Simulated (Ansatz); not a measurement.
Total energies of BrH₄NSi₂, SMILES `Br[SiH]1N[SiH2]1`.

Cartesian coordinates in Å:
```
Br -1.740 -1.343 -1.949
Si -0.385 0.161 -1.027
N -0.555 0.450 0.651
Si 1.018 -0.297 0.637
H -0.414 1.327 -1.939
H -1.223 0.803 1.315
H 2.164 0.546 1.068
H 1.135 -1.647 1.244
```

Total charge 0; spin multiplicity 1. Correlated methods include outer-core shells of Br, which these sets cover unevenly. Scalar relativity is left out up to krypton. Geometry: relaxed with PBE0-D4/def2-TZVP. Basis def2-TZVPP, the Gaussian-basis code of Ansatz.

RPA on PBE orbitals: Hartree–Fock energy of these orbitals -3207.09548 Eh, correlation -1.17577 Eh (frozen core).

```
             functional  energy without D4 (Eh)  D4 term (kJ/mol)
            LDA (SPW92)             -3204.05522                 –
                    PBE             -3209.63866             -21.4
                 revPBE             -3210.03168             -55.9
                   BLYP             -3210.38868             -46.1
                 r2SCAN             -3210.29673              -4.8
                   PBE0             -3209.78805             -18.3
                  B3LYP             -3210.46145             -35.1
                r2SCAN0             -3210.28028              -5.9
HSE06 (plane-wave form)             -3209.77662             -17.3
                  BHLYP             -3210.35037             -30.4
              CAM-B3LYP             -3210.50249             -19.0
                LC-ωPBE             -3209.81771                 –
                ωB97X-V             -3210.04722                 –
                 B2PLYP             -3209.72350                 –
```

Give the same for B97M-V, r2SCANh, ωB97M-V, PBE-QIDH. (An estimate is asked.)

Ansatz gave: 
```
functional  energy without D4 (Eh)  D4 term (kJ/mol)
    B97M-V             -3209.77489                 –
   r2SCANh             -3210.28968              -5.3
   ωB97M-V             -3210.18461                 –
  PBE-QIDH             -3209.30049                 –
```

B3LYP takes the VWN-RPA correlation (the form of Gaussian; ORCA's B3LYP/G). HSE06 is the plane-wave form, built on full-range PBE exchange. The double hybrids freeze the cores in their second-order part.

LC-ωPBE has ω = 0.4 bohr⁻¹.
